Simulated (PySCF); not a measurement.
# Electronic absorption of C4H13PSi2

Species: C4H13PSi2.
SMILES: `P[SiH2][SiH2]C1CCC1`

Theory: TDDFT CAM-B3LYP/def2-SVPD, vertical, gas phase, core orbitals frozen in the response in PySCF 2.14.0, density-fitted response routines. Geometry: PBE0-D3(BJ)/def2-SVP, one conformer, isolated molecule. Torsions of this conformer, `[PH2:1][SiH2:2][SiH2:3][CH:4]1[CH2:5][CH2:6][CH2:7]1`: P1–Si2–Si3–C4 177°, Si2–Si3–C4–C5 -168°, H–P1–Si2–Si3 -46°, H–P1–Si2–Si3 48°.

Q: Predict the UV-vis stick spectrum at this level.

A: 

```csv
state,E (eV),λ (nm),f,"main configurations (H = HOMO, L = LUMO)"
S1,6.16,201.3,0.184,"H→L (77%), H→L+1 (14%)"
S2,6.40,193.8,0.145,"H→L+1 (76%), H→L (12%)"
S3,6.45,192.3,0.014,H→L+4 (78%)
S4,6.75,183.5,0.0004,H→L+3 (88%)
S5,6.98,177.5,0.135,"H→L+2 (68%), H→L+7 (17%)"
S6,7.29,170.0,0.082,"H-2→L (42%), H→L+9 (16%), H→L+7 (11%)"
S7,7.52,164.9,0.052,"H-1→L (64%), H→L+7 (17%)"
S8,7.65,162.1,0.048,"H→L+5 (37%), H-2→L (19%), H→L+7 (13%)"
S9,7.73,160.5,0.263,"H→L+8 (27%), H→L+7 (14%), H→L+9 (10%)"
S10,7.85,157.9,0.021,"H-2→L+1 (41%), H→L+10 (12%), H→L+8 (8%)"
```

Triplets, Tamm–Dancoff:

| state | E (eV) | λ (nm) | main configurations (H = HOMO, L = LUMO) |
| --- | --- | --- | --- |
| T1 | 5.28 | 235.0 | H→L (60%), H→L+1 (12%) |
| T2 | 5.62 | 220.8 | H→L+4 (53%), H→L+3 (22%) |
| T3 | 5.79 | 214.0 | H→L+1 (58%), H→L (24%) |
| T4 | 6.19 | 200.4 | H→L+3 (59%), H→L+4 (17%), H-2→L+3 (9%) |

The lowest singlet lies at 6.16 eV (201 nm, ultraviolet) and is strong; its leading configuration is HOMO→LUMO (77%). The most intense listed level is S9 at 7.73 eV (160 nm, f = 0.263), 1.57 eV above S1. Löwdin shares by element: HOMO phosphorus 45%, silicon 30%, carbon 6% or more (atoms not listed hold the other 18%); LUMO silicon 38%, phosphorus 21%, carbon 5% or more (atoms not listed hold the other 36%). The listed states span 1.69 eV. Orbital energies (eV): HOMO-3 -10.17, HOMO-2 -9.83, HOMO-1 -9.61, HOMO -8.28, LUMO 0.81, LUMO+1 0.98, LUMO+2 1.28. Weighted by f, the mean energy of these states is 7.04 eV. All these states lie below the vertical ionisation energy of 8.92 eV (ΔSCF). Only the lowest 10 singlets were computed, as vertical energies without vibronic structure.
